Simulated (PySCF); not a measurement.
From results back to the method.

CH7ClSi2.
Geometry (PBE0-D3(BJ)/def2-SVP, Å), atoms numbered from 1 in this order:
```
atom  x, y, z in Å
C1     0.794    1.264    0.116
Si2    2.184    0.322   -0.740
Si3    4.261    1.360   -0.422
Cl4    5.685    0.249   -1.456
H5     0.700    2.282   -0.292
H6     0.976    1.341    1.198
H7    -0.166    0.746   -0.033
H8     2.291   -1.071   -0.204
H9     1.943    0.239   -2.214
H10    4.659    1.404    1.018
H11    4.288    2.756   -0.954
```

The closed-shell ground state was solved 5 times with PySCF (density fitting, gas phase), always with PBE0, in these basis sets: 6-31+G*, 6-31G*, IGLO-III, STO-3G and pcSseg-0.

| row | total energy (Eh) | HOMO (eV) | LUMO (eV) | dipole (D) |
| --- | --- | --- | --- | --- |
| P | -1081.0474 | -8.00 | -0.82 | 2.83 |
| Q | -1079.7782 | -8.27 | -0.70 | 3.21 |
| R | -1081.1476 | -7.89 | -0.56 | 2.27 |
| S | -1081.0433 | -7.90 | -0.48 | 2.90 |
| T | -1068.9656 | -5.82 | 4.29 | 3.22 |

Problem. Which basis belongs to which row?

Solution. P = 6-31+G*, Q = pcSseg-0, R = IGLO-III, S = 6-31G*, T = STO-3G. From the lowest total energy up: IGLO-III (237 functions) 0 eV; 6-31+G* (98 functions) +2.73 eV; 6-31G* (82 functions) +2.84 eV; pcSseg-0 (62 functions) +37.26 eV; STO-3G (39 functions) +331.49 eV.

One conformer stands for the species.
